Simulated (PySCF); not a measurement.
**Excitation energy of Cd by level of theory**

Cd [Kr] 4d10 5s2 (1S) → Cd [Kr] 4d10 5s1 5p1, s spin flipped, as a difference of total energies. Computed with PySCF 2.14 in aug-cc-pVTZ-PP with ECP28MDF, with a scalar-relativistic core potential. Correlated levels: valence: 4s2 4p6 frozen. The calculations carry no spin-orbit coupling.

| method | excitation energy (eV) |
| --- | --- |
| UHF | 3.801 |
| MP2 (valence) | 4.624 |
| SCS-MP2 (valence) | 4.589 |

How much does correlation contribute at MP2 (valence)?

4.624 − (3.801) = 0.823 eV, measured against UHF.

The upper determinant mixes two multiplicities, so it lies between the two terms.

The coupled-cluster amplitudes are large for the upper state (T1 above 0.03 or a double amplitude above 0.15), so a single reference is strained.
